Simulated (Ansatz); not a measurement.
Job for Ansatz (a quantum-chemistry and plane-wave program): U-CCSD(T)/cc-pV(T+d)Z on F2H2Si (SMILES F[SiH2]F), a point of a bond scan (R = 4.297 Å). Files ending in .json are basis or fitting sets from the Basis Set Exchange.

Ansatz 0.2 input:
```yaml
crystal:
  periodic: [false, false, false]
  atoms:
    - {symbol: Si, position_ang: [0.22395286, -0.14590633, 0.36051960]}
    - {symbol: F, position_ang: [-2.79767060, -2.31930573, -1.78749964]}
    - {symbol: F, position_ang: [0.40909919, 1.26754447, -0.34742940]}
    - {symbol: H, position_ang: [1.48976880, -0.88621093, 0.26168676]}
    - {symbol: H, position_ang: [-0.25049912, 0.07882097, 1.73329117]}
basis:
  gaussian:
    orbitals: cc-pV_T+d_Z.json
correlation: {method: ccsd_t, electrons: outside_noble_gas}
scf: {omitted_lower_state_checks: [cluster_reference]}
magnetization: {spin_polarized: true, initial_magnetization: 0}
```

It printed:

```
WARN ansatz: RAYON_NUM_THREADS=2 ignored (pool sized by the plan → 2); use --threads N
Functional definition: HF
these checks for a lower state are left out or cut short: cluster_reference
integrals: 0.34 GiB planned
761 factors; integrals over basis functions are off by at most 9.1e-4 eV
mean field: 0.34 GiB planned
mean field evaluation 1: about -13297.8143 eV, gradient 3.5e1 eV
mean field evaluation 2: about -13297.8157 eV, gradient 3.5e1 eV
mean field evaluation 4: about -13301.0277 eV, gradient 2.0e1 eV
mean field evaluation 8: about -13302.5176 eV, gradient 1.0e0 eV
mean field evaluation 16: about -13302.5855 eV, gradient 8.5e-3 eV
mean field evaluation 32: about -13306.6508 eV, gradient 5.5e-2 eV
mean field evaluation 64: about -13306.6413 eV, gradient 1.2e-1 eV
mean field evaluation 96: about -13306.6374 eV, gradient 2.8e-2 eV
mean field evaluation 128: about -13306.6477 eV, gradient 8.0e-2 eV
mean field evaluation 160: about -13306.6458 eV, gradient 6.1e-2 eV
mean field evaluation 192: about -13306.6391 eV, gradient 2.0e-6 eV
mean field evaluation 224: about -13299.7770 eV, gradient 1.5e0 eV
mean field evaluation 256: about -13302.5853 eV, gradient 1.7e-1 eV
mean field -13306.64834753 eV, -489.0103072014 hartree, gradient 1.8e-8 eV, S^2 1.005248; 15 other end points of the search recorded, 0 dependent functions left out
7 core orbitals not correlated
reference -13306.64834753 eV, -489.0103072014 hartree; 10, 10 occupied and 110, 110 virtual orbitals, 761 factors
second order -15.16696921 eV of doubles, -0.00000000 eV of singles
coupled cluster: 0.93 GiB planned
cycle   1  -15.55420831 eV  change   -3.9e-1 eV  update   7.5e-2
cycle   2  -15.87010232 eV  change   -3.2e-1 eV  update   2.4e-2
cycle   3  -15.95766569 eV  change   -8.8e-2 eV  update   1.4e-2
cycle   4  -15.94892350 eV  change    8.7e-3 eV  update   4.7e-3
cycle   5  -15.94863111 eV  change    2.9e-4 eV  update   2.9e-3
cycle   6  -15.95065660 eV  change   -2.0e-3 eV  update   1.5e-3
cycle   7  -15.95087286 eV  change   -2.2e-4 eV  update   1.2e-3
cycle   8  -15.95066218 eV  change    2.1e-4 eV  update   6.2e-4
cycle   9  -15.95083514 eV  change   -1.7e-4 eV  update   3.5e-4
cycle  10  -15.95071975 eV  change    1.2e-4 eV  update   1.6e-4
cycle  11  -15.95078382 eV  change   -6.4e-5 eV  update   1.2e-4
cycle  12  -15.95082929 eV  change   -4.5e-5 eV  update   9.3e-5
cycle  13  -15.95084169 eV  change   -1.2e-5 eV  update   7.5e-5
cycle  14  -15.95087377 eV  change   -3.2e-5 eV  update   4.6e-5
cycle  15  -15.95085270 eV  change    2.1e-5 eV  update   3.0e-5
cycle  16  -15.95084111 eV  change    1.2e-5 eV  update   2.4e-5
coupled cluster: 0.94 GiB planned
perturbative correction -0.38141844 eV, -0.0140168692 hartree
Total energy: -13322.98060708 eV, -489.6105066694 hartree
Checks for a lower state left out: cluster_reference
```

The run converged. Its determinant has ⟨S²⟩ = 1.01, a mixture of spin states.

Cost: roughly 40 core-seconds.
